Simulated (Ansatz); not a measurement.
The same path of Al2BrClFH (6 atoms, charge 0, multiplicity 1) was run twice with different band settings. Lost on the way: Al4–H6. Made: Al2–H6, Br3–Al4.

The calculation used RKS PBE/def2-SVP in Ansatz 0.2.0.

Relaxed end points:

```xyz
6
Properties=species:S:1:pos:R:3
F 0.012 -1.932 1.821
Al 0.608 -0.956 0.586
Br 2.728 -1.375 -0.106
Al -0.886 0.892 -0.406
Cl -0.044 2.051 -1.974
H -2.377 1.256 0.034
```

```xyz
6
Properties=species:S:1:pos:R:3
F 0.093 -0.807 2.285
Al -0.595 -0.696 0.751
Br 1.175 -1.091 -0.999
Al 0.206 1.283 -0.624
Cl 1.118 2.701 -1.903
H -1.954 -1.455 0.444
```

Common settings: movable images 5; climbing image yes; optimiser quadratic models (default); start path through a guess of the saddle point; force threshold 0.03 eV/Å; iteration limit 60; end points relaxed.

| run | spring |
| --- | --- |
| 1 | 5.0 eV/Å² |
| 2 | 0.1 eV/Å² |

(1) What does each run give, and how far can it be trusted?

Results:

(1) Run 1: converged after 20 iterations, highest image 0.858 eV above the first end. A structure lower than the first end lies on the path between it and the top, so the climb from that side starts below the end, which may itself be a saddle point or a shallow side well. A vibrational analysis at the climbing image gives one clearly imaginary mode, 247i cm⁻¹: a first-order saddle point.
Run 2: converged after 17 iterations, highest image 0.858 eV above the first end. A structure lower than the first end lies on the path between it and the top, so the climb from that side starts below the end, which may itself be a saddle point or a shallow side well. Another band between the same ends (5 images) ends at a top of the same energy, where a vibrational analysis finds 1 clearly imaginary mode.
The orbitals stay closed-shell, which can raise the energy where a bond breaks towards radicals; this wasn't checked here.
